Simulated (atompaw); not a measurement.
## Before and after: PAW (atompaw) potential for cadmium (Cd)

atompaw 4.2.0.5 input, output lines left out:

```
Cd 48
GGA-PBE scalarrelativistic loggrid 1500 logderivrange -3 5 201
5 5 4 0 0 0
5 0 1.5
5 1 0
0 0 0
c
c
c
c
v
c
c
c
v
c
v
2
2.45 2.45 2.40 1.60
y
0.15
n
y
0.2
n
y
-0.3
n
custom rrkj gramschmidtortho sinc
bessel
2.45
2.45
2.45
2.45
2.45
2.45
```

Change: wave 4d (bound): rc 2.45 bohr becomes 4d (bound): rc 1.34 bohr.

Cutoffs: the cutoffs (Ry, on a coarse ladder) from which the occupation-weighted sum of valence levels, in a spherical-Bessel basis at the reference potential, stays within 10 and 1 mRy of its value at 400 Ry; they do not see the model core or the augmentation charge, which bear on the density cutoff.

Q: What does the change do?

A: The potential gets harder (18 Ry and 30 Ry → 70 Ry and 120 Ry); the range in which the d phases agree narrows (upper end at the end of the scan → 0.2); neither file shows a bound ghost.

| quantity | base | changed |
| --- | --- | --- |
| cutoff, loose | 18 Ry | 70 Ry |
| cutoff, tight | 30 Ry | 120 Ry |
| loose cutoff by channel (10 mRy a level) | s 6 Ry, d 12 Ry | s 6 Ry, d 50 Ry |
| bound ghosts | none | none |
| s: phases at 2.47 bohr within 0.05 rad from the reference energy up to (Ry; the scan ends near 5) | 4.0 | 4.0 |
| p: phases at 2.47 bohr within 0.05 rad from the reference energy up to (Ry; the scan ends near 5) | 4.0 | 4.0 |
| d: phases at 2.47 bohr within 0.05 rad from the reference energy up to (Ry; the scan ends near 5) | to the end of the scan | 0.2 |
| lowest overlap eigenvalue by channel | s 0.39, p 0.59, d 0.08 | s 0.39, p 0.59, d 0.10 |

 The cutoffs see the waves, projectors and local potential, not the compensation charge or the core.
